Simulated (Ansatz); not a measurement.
`[NH2][Al]([Cl])[Br]` + HBr → `[Cl][Al]([Br])[Br]` + NH₃ at 600 K and 1 bar (ligand exchange at the Al–N bond).

Gas-phase electronic energies from Ansatz, PBE0-D4/def2-TZVP geometries. CCSD(T)/CBS is the MP2 limit (def2-TZVPP, def2-QZVPP) plus CCSD(T) − MP2 in def2-TZVPP, frozen cores. This one scheme is used for every species. For Br outer-core shells are correlated without core-valence functions, which leaves a few kJ/mol of doubt a bond. Scalar relativity is left out up to krypton. One conformer a species, not always the lowest.

```tsv
species	CCSD(T)/CBS energy (Eh)	H − E (kJ/mol)	S (J/(mol·K))
`[NH2][Al]([Cl])[Br]`	-3331.20678	123.2	407.6
HBr	-2573.91920	33.5	219.1
`[Cl][Al]([Br])[Br]`	-5848.64059	51.6	400.5
NH₃	-56.50880	112.4	219.5
```

H − E and S are ideal-gas, rigid-rotor, harmonic terms from PBE0-D4/def2-TZVP, for one conformer and one mirror image of each species. 1 Eh = 2625.50 kJ/mol, R = 8.31446 J/(mol·K).

Q: By hand: ΔE, ΔH, ΔS and ΔG.

A: ΔE = (-5848.64059) + (-56.50880) − (-3331.20678) − (-2573.91920) = -0.02341 Eh = -61.5 kJ/mol. Δ(H − E) = 51.6 + 112.4 − 123.2 − 33.5 = 7.3, so ΔH = -54.2 kJ/mol. ΔS = 400.5 + 219.5 − 407.6 − 219.1 = -6.7 J/(mol·K). ΔG = -54.2 − 600 × (-6.7)/1000 = -50.2 kJ/mol.

Q: By hand: the equilibrium constant, and the temperature at which ΔG would vanish if ΔH and ΔS stayed fixed.

A: log₁₀ K = −ΔG/(RT ln 10) = 4.4. ΔG = 0 at ΔH/ΔS = 8090 K, far beyond where these terms or the molecules hold.

The number of gas molecules stays the same, so ΔS is small and ΔH decides. A doubt of 5 kJ/mol in ΔE shifts log₁₀ K by 0.4 here. Other conformers and mirror images would add mixing entropy, several J/(mol·K) or more a flexible species. These are equilibria of isolated gas molecules and say nothing of rates. Largest T1 diagnostic: 0.008 (customary marks: 0.02 for closed shells, 0.045 for open ones).
